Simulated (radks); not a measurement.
Q: All-electron atom: Mn VII in [Ar] 3d1 (the NIST ground configuration). Method: Dirac Kohn-Sham, PBE, spin-unpolarised, spherical densities, point nucleus; open shells are shared between the two j in proportion to 2j + 1; computed with a radial shooting solver on a logarithmic mesh with Libxc functionals. Some entries of the table are withheld. Estimate them.

orbital  occ.  eigenvalue (hartree)  r(max) (bohr)
1s1/2       2             -240.3601        0.03987
2s1/2       2             -31.57515         0.2326
2p1/2       2             -27.64427         0.1869
2p3/2       4             -27.26137         0.1893
3s1/2       2              -6.97216            (1)
3p1/2       2              -5.81344            (2)
3p3/2       4              -5.75817            (3)
3d3/2     0.4              -3.91227         0.6740
3d5/2     0.6              -3.90489         0.6755

A: 
(1) 3s1/2 r(max) (bohr): 0.7189
(2) 3p1/2 r(max) (bohr): 0.7213
(3) 3p3/2 r(max) (bohr): 0.7273
